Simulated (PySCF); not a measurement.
Job file and geometry (Å, from PBE0-D3(BJ)/def2-SVP) of an NMR shielding run on H4N2Na2, PySCF, GIAO PBE0/pcSseg-1 NMR shielding, non-relativistic, gas phase; density fitting, a coarse starting grid and PySCF grid level 2 are the driver's defaults:

```
{"job": {"kind": "nmr", "xc": "PBE0", "basis": "pcSseg-1"}, "charge": 0, "multiplicity": 1}
Na    -0.765177    -1.023432    -0.622007
N     -1.128152     0.024797     1.354269
Na     0.760522     1.026299     0.619774
N      1.128073    -0.023643    -1.355067
H     -1.106891    -0.521879     2.220532
H     -1.980023     0.580457     1.477972
H      1.978952    -0.582350    -1.472003
H      1.112695     0.519759    -2.223448
```

Problem. Write the output of this run.

Solution. 
```
coarse grid: 7856 points
cycle   1  E = -435.9835874016  dE = -7.773e-02  |g| = 8.793e-01  |ddm| = 2.086e+00
cycle   2  E = -435.4319889260  dE =  5.516e-01  |g| = 1.649e+00  |ddm| = 2.626e+00
cycle   3  E = -436.1674293836  dE = -7.354e-01  |g| = 9.109e-02  |ddm| = 2.121e+00
cycle   4  E = -436.1698637906  dE = -2.434e-03  |g| = 1.503e-02  |ddm| = 1.168e-01
cycle   5  E = -436.1699075471  dE = -4.376e-05  |g| = 2.753e-03  |ddm| = 1.238e-02
cycle   6  E = -436.1699086880  dE = -1.141e-06  |g| = 1.726e-03  |ddm| = 3.313e-03
final grid: 66104 points
cycle   7  E = -436.1911125219  dE = -2.287e-05  |g| = 7.262e-03  |ddm| = 1.125e-02
cycle   8  E = -436.1910960266  dE =  1.650e-05  |g| = 1.112e-02  |ddm| = 1.319e-02
cycle   9  E = -436.1911223862  dE = -2.636e-05  |g| = 9.627e-04  |ddm| = 8.795e-03
cycle  10  E = -436.1911225415  dE = -1.553e-07  |g| = 1.187e-04  |ddm| = 6.835e-04
cycle  11  E = -436.1911225429  dE = -1.326e-09  |g| = 6.404e-05  |ddm| = 1.192e-04
cycle  12  E = -436.1911225438  dE = -8.771e-10  |g| = 1.308e-05  |ddm| = 5.590e-05
converged SCF energy = -436.1911225438

GIAO shielding tensors (ppm)
atom      isotropic    diamagn.    paramagn.     s11        s22        s33       span
  0 Na     522.246     628.660    -106.414    466.390    510.844    589.505    123.114
  1 N      304.783     305.919      -1.137    266.011    314.852    333.485     67.474
  2 Na     522.051     628.669    -106.618    466.096    510.569    589.488    123.392
  3 N      304.798     305.916      -1.118    265.994    314.888    333.512     67.518
  4 H       33.641      29.576       4.065     27.004     27.879     46.040     19.036
  5 H       33.640      29.577       4.063     27.000     27.870     46.049     19.049
  6 H       33.639      29.572       4.067     27.007     27.884     46.025     19.018
  7 H       33.636      29.577       4.059     26.990     27.857     46.060     19.069
```

Size and cost of the density-fitted run: 86 basis functions, 4.6 s wall time on 1 thread of an x86-64 server CPU, shared host.
